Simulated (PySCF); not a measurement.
iodine monochloride (ClI), SMILES ClI. Geometry: PBE-D3(BJ)/def2-TZVP. The def2 effective core potentials stand for the cores of I; spin–orbit coupling is left out.

The numbers are results of PBE-D3(BJ)/def2-TZVP (PySCF), not measurements.

Harmonic wavenumbers (cm⁻¹): 374. Rotational constants (GHz): 3.331 (linear); symmetry number 1.

**Question.** Work out the zero-point energy and the ideal-gas rigid-rotor harmonic-oscillator thermochemistry at 298.15 K and 1 atm.

**Answer.** ZPE = ½ Σ hcν = ½ × 374 cm⁻¹ = 2.24 kJ/mol. H − E(el) = 11.79 kJ/mol. Entropy in J/(mol K): translation 172.22, rotation 70.93, vibration 4.45, total 247.60. G − E(el) = -62.03 kJ/mol. Cp = 35.48 J/(mol K).
